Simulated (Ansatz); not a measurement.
Basis-set extrapolation for CH₆FNSi (`NC[SiH2]F`) (PBE0-D4/def2-TZVP geometry, frozen core, the Gaussian-basis code of Ansatz). Multiplicity 1, RHF reference.

|  | def2-TZVPP | def2-QZVPP |
| --- | --- | --- |
| HF | -484.336643 | -484.355679 |
| MP2 correlation | -0.765405 | -0.826258 |
| CCSD(T) correlation | -0.827285 | not run |

Energies in hartree. Use E(X) = E(∞) + A·exp(−7.88·√X) for Hartree–Fock and E(X) = E(∞) + B·X^(−2.97) for correlation, with X = 3 and 4, and add CCSD(T) minus MP2 of the smaller set to the MP2 limit.

Problem. What is the CCSD(T) energy at the basis-set limit?

Solution. HF limit: -484.355679 + (-0.019036) × 0.13774 = -484.35830. MP2 limit: -0.826258 + (-0.060853) × 0.74074 = -0.87133. Higher-order term: -0.827285 − (-0.765405) = -0.06188. Total: -485.29151 hartree, 335.0 kJ/mol below CCSD(T)/def2-TZVPP.
